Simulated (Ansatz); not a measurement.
Species: dimethoxy-bis(sulfanyl)silane, C2H8O2S2Si (charge 0, singlet). 
Structure (B3LYP-D3(BJ)/def2-TZVP (Ansatz, a quantum-chemistry and plane-wave program) minimum search):
SMILES: CO[Si](S)(OC)S
```xyz
15

C     -1.5392    -1.5730    -1.4876
O     -0.7995    -1.3377    -0.2923
Si    -0.0224     0.0512     0.0673
S     -1.4622     1.6169    -0.1094
S      0.8308    -0.1704     2.0112
O      1.2101     0.3970    -0.9446
C      2.3935    -0.3845    -1.0861
H     -0.9600    -1.2987    -2.3724
H     -1.7718    -2.6362    -1.5282
H     -2.4718    -1.0044    -1.4858
H     -0.5753     2.5899     0.1582
H     -0.3364    -0.5009     2.5883
H      2.9297    -0.0168    -1.9598
H      3.0337    -0.2830    -0.2068
H      2.1557    -1.4411    -1.2298
```
Charge 0, spin multiplicity 1.

Dipole moments at this geometry, in debye (magnitudes).

```
level                    program  dipole (D)
-----------------------  -------  ----------
SVWN5/def2-TZVPD          Ansatz        1.48
PBE/def2-TZVPD            Ansatz        1.47
BLYP/def2-TZVPD           Ansatz        1.52
revPBE/def2-TZVPD         Ansatz        1.48
r2SCAN/def2-TZVPD         Ansatz         [?]
B97M-V/def2-TZVPD         Ansatz        1.41
PBE0/def2-TZVPD           Ansatz        1.50
r2SCAN0/def2-TZVPD        Ansatz        1.52
HSE06/def2-TZVPD          Ansatz        1.50
LC-wPBE/def2-TZVPD        Ansatz        1.58
wB97M-V/def2-TZVPD        Ansatz        1.54
wB97X-V/def2-TZVPD        Ansatz        1.56
CCSD(T)/aug-cc-pV(D+d)Z   Ansatz         [?]
```

**Question.** Fill in the missing entries.

**Answer.** 
- r2SCAN/def2-TZVPD, dipole (D): 1.50
- CCSD(T)/aug-cc-pV(D+d)Z, dipole (D): 1.54
